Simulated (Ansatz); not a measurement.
`[OH][Ge]([F])([Cl])[GeH3]` and `[F][GeH]([Cl])[GeH3]` differ in one atom or group.

Ansatz, PBE0-D4/def2-TZVP geometries, multiplicity 1. Each molecule was computed in one conformer, which needn't be the lowest.

Scalar relativity is left out up to krypton.

```
                                      property  `[OH][Ge]([F])([Cl])[GeH3]`
         LUMO energy (ωB97M-V/def2-TZVPP) / eV                         1.15
          HOMO–LUMO gap (PBE0/def2-TZVPP) / eV                         8.13
             HOMO energy (PBE/def2-TZVPP) / eV                        -7.58
           HOMO energy (B3LYP/def2-TZVPP) / eV                        -8.63
zero-point energy (PBE0-D4/def2-TZVP) / kJ/mol                        108.0
size of the dipole moment (PBE/def2-TZVPP) / D                         1.85
```

Question: What does the change do to each property? (Best estimate.)

Answer: Computed: 
| property | `[F][GeH]([Cl])[GeH3]` | shift |
| --- | --- | --- |
| LUMO energy (ωB97M-V/def2-TZVPP) / eV | 1.23 | 0.08 |
| HOMO–LUMO gap (PBE0/def2-TZVPP) / eV | 7.80 | -0.33 |
| HOMO energy (PBE/def2-TZVPP) / eV | -7.19 | 0.39 |
| HOMO energy (B3LYP/def2-TZVPP) / eV | -8.20 | 0.43 |
| zero-point energy (PBE0-D4/def2-TZVP) / kJ/mol | 92.4 | -15.6 |
| size of the dipole moment (PBE/def2-TZVPP) / D | 2.64 | 0.79 |

With PBE0 the HOMO rises by 0.44 eV and the LUMO rises by 0.11 eV, so the gap narrows by about 0.33 eV. PBE moves the HOMO by 0.39 eV and ωB97M-V by 0.46 eV. The zero-point energy changes by -15.6 kJ/mol with -3 modes. Dipoles are sizes alone; their direction can turn.

B3LYP here is the variant with VWN-RPA as its local correlation; programs differ in this.
